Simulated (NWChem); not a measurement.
System: InF₃; SMILES [F][In]([F])[F]

NWChem printed, in part:

```
             Northwest Computational Chemistry Package (NWChem) 7.3.0
             --------------------------------------------------------

                             Geometry "geometry" -> ""
                             -------------------------

 Output coordinates in angstroms (scale by  1.889725989 to convert to a.u.)

  No.       Tag          Charge          X              Y              Z
 ---- ---------------- ---------- -------------- -------------- --------------
    1 In                  49.0000     0.00000000     0.00000000     0.00000000
    2 F                    9.0000    -0.82027400    -1.75276500     0.00000000
    3 F                    9.0000    -1.10780200     1.58676000     0.00000000
    4 F                    9.0000     1.92807600     0.16600400     0.00000000

 Effective nuclear repulsion energy (a.u.)     400.1340504602

                                 NWChem DFT Module
                                 -----------------

 Summary of "ao basis" -> "ao basis" (spherical)
 ------------------------------------------------------------------------------
       Tag                 Description            Shells   Functions and Types
 ---------------- ------------------------------  ------  ---------------------
 In                        def2-svpd                12       32   5s4p3d
 F                         def2-svpd                 9       23   4s3p2d

            General Information
            -------------------
          SCF calculation type: DFT
          Wavefunction type:  closed shell.
          No. of atoms     :     4
          No. of electrons :    48
           Alpha electrons :    24
            Beta electrons :    24
          Charge           :     0
          Spin multiplicity:     1
          Use of symmetry is: off; symmetry adaption is: off
          Maximum number of iterations: 150
          AO basis - number of functions:   101
                     number of shells:    39
          Convergence on energy requested:  1.00D-06
          Convergence on density requested:  1.00D-05
          Convergence on gradient requested:  5.00D-04

              XC Information
              --------------
                     Hartree-Fock (Exact) Exchange  1.000
                   CAM-Becke88 Exchange Functional  1.000
                      VWN V Correlation Functional  0.190 local
              Lee-Yang-Parr Correlation Functional  0.810

[...]

                                NWChem TDDFT Module
                                -------------------

            General Information
            -------------------
           No. of orbitals :     202
            Alpha orbitals :     101
             Beta orbitals :     101
        Alpha frozen cores :       0
         Beta frozen cores :       0
     Alpha frozen virtuals :       0
      Beta frozen virtuals :       0
         Spin multiplicity :       1
    Number of AO functions :     101
        Use of symmetry is : off
      Symmetry adaption is : off
         Schwarz screening :  0.10D-07

              XC Information
              --------------
              Hartree-Fock (Exact) Exchange   1.00
            CAM-Becke88 Exchange Functional   1.00
               VWN V Correlation Functional   0.19 local
       Lee-Yang-Parr Correlation Functional   0.81
           Alpha           :  0.19
           Beta            :  0.46
           Gamma           :  0.33

             TDDFT Information
             -----------------
          Calculation type : Tamm-Dancoff TDDFT
         Wavefunction type : Restricted singlets
          No. of electrons :      48
           Alpha electrons :      24
            Beta electrons :      24
              No. of roots :       6
          Max subspacesize :    5200
            Max iterations :     100
               Target root :       1
           Target symmetry : none
      Symmetry restriction : off
                 Algorithm : Optimal
        Davidson threshold :  0.10D-03

    6 smallest eigenvalue differences (eV)
--------------------------------------------------------
  No. Spin  Occ  Vir  Irrep   E(Occ)    E(Vir)   E(Diff)
--------------------------------------------------------
    1    1   24   25 a        -0.475    -0.104    10.103
    2    1   23   25 a        -0.475    -0.104    10.103
    3    1   22   25 a        -0.482    -0.104    10.297
    4    1   21   25 a        -0.483    -0.104    10.314
    5    1   20   25 a        -0.483    -0.104    10.314
    6    1   19   25 a        -0.501    -0.104    10.793
--------------------------------------------------------

  Entering Davidson iterations
  Restricted singlet excited states

  Iter   NTrls   NConv    DeltaV     DeltaE      Time
  ----  ------  ------  ---------  ---------  ---------
    1      6       0     0.15E+00   0.10+100       20.7
    2     12       0     0.54E-01   0.22E-01       17.8
    3     18       0     0.15E-01   0.51E-02       17.2
    4     24       0     0.84E-02   0.52E-03       17.1
    5     30       1     0.28E-02   0.11E-03       16.3
    6     35       4     0.13E-02   0.87E-05       16.3
    7     37       4     0.22E-03   0.96E-06       12.9
    8     39       6     0.58E-04   0.37E-07       12.4
  ----  ------  ------  ---------  ---------  ---------
  Convergence criterion met

  Ground state a        -489.432449025249 a.u.

  ----------------------------------------------------------------------------
  Root   1 singlet a              0.229401420 a.u.                6.2423 eV
  ----------------------------------------------------------------------------
     Transition Moments    X  0.00002   Y -0.00004   Z -0.00000
     Dipole Oscillator Strength                    0.0000000003
     Electric Quadrupole                           0.0000000000
     Magnetic Dipole                               0.0000002751
     Total Oscillator Strength                     0.0000002754

[...]
```

Level: CAM-B3LYP/def2-SVPD with def2 effective core potentials on In, TDA. Structure relaxed at the PBE0/def2-SVP level. No frequency run checked for a minimum. def2 effective core potentials on In; no spin-orbit coupling.

### Question
Write an input that gives this output.

### Answer
One answer among several that fit: the input that was run:
```
start job
memory heap 200 mb stack 900 mb global 1100 mb
geometry units angstroms noautosym nocenter noautoz
  In     0.000000     0.000000     0.000000
  F     -0.820274    -1.752765     0.000000
  F     -1.107802     1.586760     0.000000
  F      1.928076     0.166004     0.000000
end
basis spherical
  * library def2-svpd
end
ecp
  In library def2-ecp
end
dft
  xc xcamb88 1.00 lyp 0.81 vwn_5 0.19 hfexch 1.00
  cam 0.33 cam_alpha 0.19 cam_beta 0.46
  iterations 150
end
tddft
  cis
  nroots 6
  notriplet
end
task tddft energy
```
